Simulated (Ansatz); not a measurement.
The cluster Ga3As4. Charge 0, multiplicity 4. Geometry PBE-D4/def2-SVP; atoms count from 1.

Cartesian coordinates in Å:
```
Ga -0.092 -0.246 -2.066
Ga 1.761 -0.898 -0.081
Ga -1.634 0.856 0.240
As -1.298 -1.703 -0.363
As -0.210 -1.114 1.735
As 0.525 1.917 -0.875
As 0.948 1.187 1.410
```

At PBE0-D4/def2-SVP a doublet of charge 0 lies 0.65 eV below the quartet, each at its own geometry. The structure comes from a short search, and lower isomers may exist.

Q: Estimate the Mulliken populations from the PBE0/def2-SVP orbitals of Ansatz.

A: 
| atom | charge (e) | spin (α − β) |
| --- | --- | --- |
| Ga1 | 0.20 | 0.61 |
| Ga2 | 0.18 | 0.11 |
| Ga3 | 0.18 | 0.40 |
| As4 | -0.16 | 0.49 |
| As5 | -0.12 | 0.45 |
| As6 | -0.16 | 0.49 |
| As7 | -0.12 | 0.45 |
Mulliken values depend strongly on the basis.

Q: Where does the spin sit?

A: Summed by element: Ga 1.12, As 1.88, of 3 unpaired in all. Largest on single atoms: Ga1 0.61, As4 0.49, As6 0.49.

Q: And the Mayer bond orders between heavy atoms (over 0.3)?

A: Ga1–Ga2 0.36 (2.79 Å); Ga1–As4 0.71 (2.54 Å); Ga1–As6 0.71 (2.54 Å); Ga2–As5 0.47 (2.69 Å); Ga2–As7 0.47 (2.69 Å); Ga3–As4 0.59 (2.65 Å); Ga3–As5 0.32 (2.85 Å); Ga3–As6 0.59 (2.65 Å); Ga3–As7 0.32 (2.85 Å); As4–As5 0.97 (2.44 Å); As5–As7 0.76 (2.60 Å); As6–As7 0.97 (2.44 Å).
